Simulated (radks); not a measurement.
All-electron atom: Tc III in [Kr] 4d5 (the NIST ground configuration). Calculated with a radial shooting solver on a logarithmic mesh with Libxc functionals: Dirac Kohn-Sham, BLYP, spin-unpolarised, spherical densities, finite nucleus; open shells fill j = l - 1/2 first; Fermi nuclear charge, rms radius 4.4112 fm.

Normalised radial functions P(r) = r R(r) (large component), r in bohr:

r	4p3/2
0.003954	0.0054
0.005149	0.0089
0.006758	0.0148
0.008871	0.0242
0.01164	0.0389
0.01516	0.0607
0.0199	0.0937
0.02612	0.1399
0.03401	0.1978
0.04464	0.2662
0.0586	0.3289
0.07692	0.3574
0.1002	0.3141
0.1315	0.1611
0.1726	-0.1001
0.2247	-0.3828
0.2949	-0.5513
0.3871	-0.4357
0.5081	-0.0044
0.6617	0.5499
0.8685	0.9681
1.14	1.0216
1.484	0.7666
1.948	0.4134
2.557	0.1568
3.357	0.0390
4.371	0.0061
5.737	0.0004

4p3/2: eigenvalue -60.403 eV, 2 radial nodes at r = 0.157, 0.509 bohr, <r> = 1.18 bohr, 90 % of the charge inside 1.75 bohr.
